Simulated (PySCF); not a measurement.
B3LYP has the VWN-RPA correlation part, as in Gaussian. 

Cartesian coordinates (Å):
```xyz
8

Nb     0.0054    -0.1245    -0.1800
O      1.2905     0.8269     0.4016
S     -1.9787     1.2126    -0.3188
H     -1.4071     2.3130     0.2358
S     -0.2280    -1.8669     1.4400
H     -1.2703    -2.4503     0.7859
S      0.5802    -1.0063    -2.3327
H      1.8302    -0.4746    -2.3334
```
Charge 0, multiplicity 1.

Task: Give the total energy, LUMO, HOMO–LUMO gap, dipole moment, charge on the central atom (Mulliken) and HOMO at the level B3LYP-D3(BJ)/def2-TZVP // TPSS-D3(BJ)/def2-SVP in PySCF.

Result: 
```json
{
  "total_energy": "-1328.9516 Ha",
  "LUMO": "-2.87 eV",
  "HOMO–LUMO gap": "4.49 eV",
  "dipole_moment": "1.03 D",
  "charge on the central atom (Mulliken)": "1.23 e",
  "HOMO": "-7.36 eV"
}
```
